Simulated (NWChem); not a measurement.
System: SrBrCl; SMILES [Cl][Sr][Br]

Here is an NWChem input.

```
start job
memory heap 200 mb stack 900 mb global 1100 mb
geometry units angstroms noautoz
  Sr     0.174947     0.514788     0.000000
  Cl    -0.841199     2.916924     0.000000
  Br     0.065107    -2.265729     0.000000
end
basis spherical
  * library def2-svp
end
ecp
  Sr library def2-ecp
end
dft
  xc scan
  grid fine
  iterations 150
  mulliken
end
task dft gradient
```

Output (shortened):

```
             Northwest Computational Chemistry Package (NWChem) 7.3.0
             --------------------------------------------------------

 CS  symmetry detected

                             Geometry "geometry" -> ""
                             -------------------------

 Output coordinates in angstroms (scale by  1.889725989 to convert to a.u.)

  No.       Tag          Charge          X              Y              Z
 ---- ---------------- ---------- -------------- -------------- --------------
    1 Sr                  38.0000     0.31268095     0.59257411     0.00000000
    2 Cl                  17.0000    -0.38921341     3.10457618     0.00000000
    3 Br                  35.0000    -0.15043566    -2.15130318     0.00000000

 Effective nuclear repulsion energy (a.u.)     443.8336365659

      Symmetry information
      --------------------

 Group name             Cs
 Group number              2
 Group order               2
 No. of unique centers     3

                                 NWChem DFT Module
                                 -----------------

 Summary of "ao basis" -> "ao basis" (spherical)
 ------------------------------------------------------------------------------
       Tag                 Description            Shells   Functions and Types
 ---------------- ------------------------------  ------  ---------------------
 Sr                         def2-svp                 9       23   4s3p2d
 Cl                         def2-svp                 8       18   4s3p1d
 Br                         def2-svp                12       32   5s4p3d

      Symmetry analysis of basis
      --------------------------

        a'         51
        a"         22

            General Information
            -------------------
          SCF calculation type: DFT
          Wavefunction type:  closed shell.
          No. of atoms     :     3
          No. of electrons :    62
           Alpha electrons :    31
            Beta electrons :    31
          Charge           :     0
          Spin multiplicity:     1
          Use of symmetry is: on ; symmetry adaption is: on
          Maximum number of iterations: 150
          AO basis - number of functions:    73
                     number of shells:    29
          Convergence on energy requested:  1.00D-06
          Convergence on density requested:  1.00D-05
          Convergence on gradient requested:  5.00D-04

              XC Information
              --------------
                         SCAN Method XC Functional
                  SCAN metaGGA Exchange Functional  1.000
                        SCAN Correlation Potential  1.000

             Grid Information
             ----------------
          Grid used for XC integration:  fine
          Radial quadrature: Mura-Knowles
          Angular quadrature: Lebedev.
          Tag              B.-S. Rad. Rad. Pts. Rad. Cut. Ang. Pts.
          ---              ---------- --------- --------- ---------
          Sr                  2.00      141          10.0       974
          Cl                  1.00      123          13.0       770
          Br                  1.15      140          12.0       974
          Grid pruning is: on
          Number of quadrature shells:   404
          Spatial weights used:  Erf1

      Superposition of Atomic Density Guess
      -------------------------------------

 Sum of atomic energies:       -3066.28997051

      Non-variational initial energy
      ------------------------------

 Total energy =   -3061.836581
 1-e energy   =   -4586.801516
 2-e energy   =    1364.070583
 HOMO         =      -0.414713
 LUMO         =      -0.110386

      Symmetry analysis of molecular orbitals - initial
      -------------------------------------------------

  Numbering of irreducible representations:

     1 a'          2 a"

  Orbital symmetries:

     1 a'          2 a'          3 a'          4 a'          5 a'
     6 a"          7 a'          8 a'          9 a'         10 a'
    11 a"         12 a'         13 a'         14 a"         15 a'
    16 a'         17 a"         18 a'         19 a"         20 a'
    21 a'         22 a'         23 a"         24 a'         25 a'
    26 a'         27 a'         28 a"         29 a'         30 a"
    31 a'         32 a'         33 a"         34 a'         35 a'
    36 a"         37 a'         38 a"         39 a'         40 a'
    41 a'

     ---------------------------------------------
      Total Density - Mulliken Population Analysis
     ---------------------------------------------

    Atom       Charge   Shell Charges
 -----------   ------   -------------------------------------------------------
    1 Sr  10     8.56   0.74  1.23  0.24  0.01  5.86  0.20  0.04  0.17  0.08
    2 Cl  17    17.72   2.00  1.99  1.24  0.73  5.95  2.27  3.55  0.00
    3 Br  35    35.72   2.00  2.00  2.00  1.38  0.59  6.00  5.99  2.50  3.27  8.23  1.73  0.05

   convergence    iter        energy       DeltaE   RMS-Dens  Diis-err
 ---------------- ----- ----------------- --------- --------- ---------
 d= 0,ls=0.0,diis     1  -3064.9880974324 -3.23D+03  2.12D-02  3.99D-01
 d= 0,ls=0.0,diis     2  -3064.9323420602  5.58D-02  1.32D-02  7.46D-01
 d= 0,ls=0.0,diis     3  -3065.0459124061 -1.14D-01  1.80D-03  9.31D-03
 d= 0,ls=0.0,diis     4  -3065.0476165179 -1.70D-03  3.30D-04  8.52D-04
 d= 0,ls=0.0,diis     5  -3065.0477053636 -8.88D-05  8.67D-05  2.29D-05
  Resetting Diis
 d= 0,ls=0.0,diis     6  -3065.0477078857 -2.52D-06  2.34D-05  2.46D-06
 d= 0,ls=0.0,diis     7  -3065.0477082871 -4.01D-07  9.02D-06  8.55D-08

[...]

                         DFT ENERGY GRADIENTS

    atom               coordinates                        gradient
                 x          y          z           x          y          z
   1 Sr      0.590881   1.119803   0.000000   -0.000471   0.000566   0.000000
   2 Cl     -0.735507   5.866798   0.000000    0.000331  -0.000849   0.000000
   3 Br     -0.284282  -4.065374   0.000000    0.000140   0.000283   0.000000
```

Level: SCAN/def2-SVP with def2 effective core potentials on Sr. All runs use the structure optimised with PBE0/def2-SVP. def2 effective core potentials on Sr; no spin-orbit coupling.
